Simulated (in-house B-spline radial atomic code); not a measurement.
Inner-shell binding energies (edges) and X-ray emission energies of free atoms and ions, as differences of relaxed hole-state energies with first-order Breit, QED and recoil terms, without correlation or multiplet splittings, in NIST's listed ground configurations. For neutral atoms such line energies lie within some 1 to 5 eV of tabulated X-ray lines (up to 20 eV for the heaviest). K = 1s, L1 = 2s, L2 = 2p1/2, L3 = 2p3/2, M3 = 3p3/2. A dash marks a subshell that is part filled or wasn't run, or a line left out. Computed with an all-electron radial atomic-structure program (B-spline basis): Dirac-Hartree-Fock, average of the configuration, finite nuclei.

```tsv
ion	configuration	K edge (eV)	L1 edge (eV)	L3 edge (eV)	K-L3 (eV)	K-L2 (eV)	K-M3 (eV)
Sc2+	[Ar] 3d1	4517.64	527.8	427.92	4089.72	4085.22	4461.58
Ti2+	[Ar] 3d2	?	?	?	?	?	?
V2+	[Ar] 3d3	5495.51	659.46	544.59	4950.92	4944.02	5426.63
Cr2+	[Ar] 3d4	6020.83	730.29	607.52	5413.31	5404.89	5945.31
Mn2+	[Ar] 3d5	6570.57	804.56	673.57	5897	5886.83	6488.22
Fe2+	[Ar] 3d6	7144.84	882.29	742.75	6402.09	6389.9	7055.46
Co2+	[Ar] 3d7	?	?	?	?	?	?
Ni2+	[Ar] 3d8	?	?	?	?	?	?
Cu2+	[Ar] 3d9	9016.03	1136.79	969.28	8046.75	8026.69	8904.25
Zn2+	[Ar] 3d10	9689.63	1228.85	1051.16	8638.47	8615.08	9569.92
```

Q: Fill in the row of Ti2+.

A: K edge (eV): 4994.49; L1 edge (eV): 591.98; L3 edge (eV): 484.74; K-L3 (eV): 4509.75; K-L2 (eV): 4504.14; K-M3 (eV): 4932.08.

Q: Fill in the row of Co2+.

A: K edge (eV): 7743.76; L1 edge (eV): 963.55; L3 edge (eV): 815.09; K-L3 (eV): 6928.67; K-L2 (eV): 6914.19; K-M3 (eV): 7647.14.

Q: Fill in the row of Ni2+.

A: K edge (eV): 8367.45; L1 edge (eV): 1048.36; L3 edge (eV): 890.6; K-L3 (eV): 7476.86; K-L2 (eV): 7459.76; K-M3 (eV): 8263.37.
